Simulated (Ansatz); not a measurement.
Reaction (cleavage of the Si–Si bond): `O[Si@H](F)[Si@@H](O)F` + `S[SiH2]Cl` → `O[SiH](F)S[SiH2]Cl` + `O[SiH2]F`

Isolated molecules relaxed with PBE0-D4/def2-TZVP in Ansatz; ΔE leaves out vibrations. CCSD(T)/CBS adds triple-zeta CCSD(T) − MP2 to the extrapolated MP2 energy (def2 sets, frozen cores). DFT in def2-TZVPP. B3LYP here is the variant with VWN-RPA as its local correlation; programs differ in this. Each species was taken in one conformer, which may not be the lowest.

```
             level  ΔE (kJ/mol)  difference from CCSD(T)/CBS
           PBE0-D4        -92.6                          9.4
           ωB97X-V        -95.5                          6.5
               PBE        -80.5                         21.5
            r2SCAN        -97.6                          4.4
              PBE0        -89.0                         13.0
             B3LYP        -87.7                         14.3
     HF/def2-TZVPP       -103.5                         -1.5
    MP2/def2-TZVPP       -111.8                         -9.8
SCS-MP2/def2-TZVPP       -107.0                         -5.0
   CCSD/def2-TZVPP        -99.3                          2.7
CCSD(T)/def2-TZVPP       -100.2                          1.8
     HF/def2-QZVPP       -103.8                         -1.8
    MP2/def2-QZVPP       -113.0                        -11.0
      HF/CBS(def2)       -103.9                         -1.9
     MP2/CBS(def2)       -113.6                        -11.6
    CCSD/CBS(def2)       -101.1                          0.9
       CCSD(T)/CBS       -102.0                            0
```

Largest T1 diagnostic among the species: 0.013.

The D4 term adds −7.0 kJ/mol with B3LYP and −3.7 kJ/mol with PBE0; it sums over pairs of atoms, weighted by their polarisabilities, and B3LYP, whose exchange is more repulsive, gets the larger term. From PBE to PBE0 (25 % exact exchange), in def2-TZVPP and without D4, ΔE moves by −8.4 kJ/mol.

CCSD(T)/CBS has its own doubt, a few kJ/mol and more with outer-core shells, so smaller differences from it don't rank the levels.
